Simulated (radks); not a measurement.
Question: Neutral beryllium, [He] 2s2. Calculated with a radial shooting solver on a logarithmic mesh with Libxc functionals: non-relativistic Kohn-Sham, r2SCAN, spin-polarised, spherical densities, point nucleus; meta-GGA in the generalised Kohn-Sham scheme. Every spin shell is full or empty, so the densities are truly spherical. Functionals are evaluated on that one density, not self-consistently. Rank these exchange functionals by their error against the exact value of the orbitals, and give that value: LDA, PBE, PBEsol, revPBE, PW91, PW86, WC, AM05, G96, EV93, APBE, revTPSS, MS2, Tao-Mo, TASK.

Answer: Exact: -2.66471 hartree. From best to worst, with 100 (|E| - |E exact|)/|E exact| (equal figures are ties): revPBE +0.22, G96 -0.25, revTPSS +0.27, APBE +0.51, MS2 +0.56, Tao-Mo +0.60, PW86 +0.63, PW91 -0.73, PBE -1.08, TASK -1.97, WC -3.17, EV93 +4.78, PBEsol -5.45, AM05 -10.37, LDA -13.22.
